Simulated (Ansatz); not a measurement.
This geometry of CH$_{9}$BGeOSi (14 atoms, charge 0, multiplicity 1) is a first-order saddle point.

All numbers below come from RKS BHLYP-D4/def2-SVP in Ansatz.

```xyz
14
Properties=species:S:1:pos:R:3
B -0.585 1.307 2.361
O -0.345 1.078 1.066
Si -1.150 0.408 -0.238
C -0.189 -1.083 -0.788
Ge 1.687 -0.735 -1.274
H -1.635 0.978 2.855
H 0.270 1.839 3.016
H -2.527 0.056 0.182
H -1.200 1.437 -1.297
H -0.689 -1.544 -1.646
H -0.204 -1.821 0.021
H 1.829 -0.767 -2.800
H 2.143 0.635 -0.765
H 2.583 -1.818 -0.666
```

(1) Which two structures does it join? (They come from a converged band through this point; their orientation in space is the band's.)

(2) How far does it lie above each of them?

Results:

(1) No bond is made or broken. The dihedral Si3–C4–Ge5–H13 goes from 73 to -48°. The two ends are copies of one structure, up to a mirror image or an exchange of like atoms.

Image 0:

```xyz
14
Properties=species:S:1:pos:R:3
B -0.689 2.049 1.598
O -0.432 1.326 0.501
Si -1.220 0.134 -0.372
C -0.111 -1.355 -0.426
Ge 1.784 -0.950 -0.753
H -1.720 1.887 2.204
H 0.127 2.851 1.962
H -2.521 -0.150 0.276
H -1.444 0.668 -1.732
H -0.460 -2.029 -1.216
H -0.178 -1.906 0.518
H 1.916 0.023 -1.929
H 2.411 -0.328 0.496
H 2.525 -2.247 -1.096
```

Image 6:

```xyz
14
Properties=species:S:1:pos:R:3
B -0.330 1.144 2.413
O -0.234 0.990 1.088
Si -1.211 0.393 -0.134
C -0.303 -1.003 -0.956
Ge 1.599 -0.646 -1.300
H -1.330 0.800 2.994
H 0.597 1.628 3.005
H -2.501 -0.035 0.454
H -1.439 1.500 -1.086
H -0.788 -1.227 -1.912
H -0.371 -1.907 -0.342
H 2.151 -1.717 -2.248
H 1.761 0.730 -1.956
H 2.386 -0.681 0.010
```

(2) 1.1 kcal/mol above the first and 1.1 kcal/mol above the second. This is the barrier of this one path; another mechanism may lie lower.

Run time: 2.8 min on 2 threads of Intel(R) Xeon(R) Platinum 8488C (Sapphire Rapids), with other jobs on the host, peak memory 0.39 GiB.
